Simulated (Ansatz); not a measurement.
Geometry optimisation, Ansatz, UHF/def2-SVP.

input.yaml

```yaml
crystal:
  periodic: [false, false, false]
  atoms:
    - { symbol: W, position_ang: [-0.000154, -0.52673, 0.184832] }
    - { symbol: H, position_ang: [0.001204, 1.299165, 0.436725] }
    - { symbol: Cl, position_ang: [2.2584, -0.434965, 0.723866] }
    - { symbol: Cl, position_ang: [-0.000492, 2.56015, 0.66329] }
    - { symbol: Cl, position_ang: [-2.258668, -0.43501, 0.723879] }
    - { symbol: F, position_ang: [0.000134, -2.350757, -0.081356] }
    - { symbol: Cl, position_ang: [-0.000162, 0.419101, -1.908367] }
    - { symbol: H, position_ang: [-0.000262, 0.009046, 1.767131] }
magnetization:
  spin_polarized: true
  initial_magnetization: 1
basis:
  gaussian: { orbitals: def2-SVP }
hamiltonian:
  xc: hf
relax:
  f_tol: 0.03
  max_steps: 50
output:
  orbitals: {}
```

Command:

```bash
$ ansatz run input.yaml --threads 4 --pin off --max-ram 5120MiB --backend cpu --events-out ev --progress --plain --runs-dir out
```

Problem. Where does it end, and by what steps?

Solution. It converged. After 13 steps the energy has fallen by 1.963 eV; H2 moved furthest, 1.88 Å. Parted: W1–H2 (1.84 → 4.19 Å).

```json
{"step": "0", "energy less start (eV)": "0.0000", "largest force component (eV/Å)": "3.497", "accepted": "yes"}
{"step": "1", "energy less start (eV)": "-0.8055", "largest force component (eV/Å)": "1.275", "accepted": "yes"}
{"step": "2", "energy less start (eV)": "-1.2649", "largest force component (eV/Å)": "0.803", "accepted": "yes"}
{"step": "3", "energy less start (eV)": "-1.5285", "largest force component (eV/Å)": "0.963", "accepted": "yes"}
{"step": "4", "energy less start (eV)": "-1.6778", "largest force component (eV/Å)": "1.071", "accepted": "yes"}
{"step": "5", "energy less start (eV)": "-1.7686", "largest force component (eV/Å)": "0.891", "accepted": "yes"}
{"step": "6", "energy less start (eV)": "-1.8492", "largest force component (eV/Å)": "0.492", "accepted": "yes"}
{"step": "7", "energy less start (eV)": "-1.8968", "largest force component (eV/Å)": "0.540", "accepted": "yes"}
{"step": "8", "energy less start (eV)": "-1.9346", "largest force component (eV/Å)": "0.226", "accepted": "yes"}
{"step": "9", "energy less start (eV)": "-1.9533", "largest force component (eV/Å)": "0.190", "accepted": "yes"}
{"step": "10", "energy less start (eV)": "-1.9607", "largest force component (eV/Å)": "0.096", "accepted": "yes"}
{"step": "11", "energy less start (eV)": "-1.9629", "largest force component (eV/Å)": "0.042", "accepted": "yes"}
{"step": "12", "energy less start (eV)": "-1.9630", "largest force component (eV/Å)": "0.082", "accepted": "yes"}
{"step": "13", "energy less start (eV)": "-1.9632", "largest force component (eV/Å)": "0.009", "accepted": "yes"}
```

```xyz
8
Properties=species:S:1:pos:R:3
W -0.001 -1.077 0.227
H 0.007 3.104 -0.097
Cl 2.275 -0.728 0.507
Cl 0.001 2.988 1.171
Cl -2.278 -0.729 0.503
F -0.001 -2.890 0.138
Cl 0.000 0.238 -1.662
H -0.002 -0.366 1.723
```

Whether the end is a true minimum wasn't checked by a vibrational analysis.

The run took 44 s on 4 threads of Intel(R) Xeon(R) 6975P-C (Granite Rapids) (shared host), peak memory 0.54 GiB.
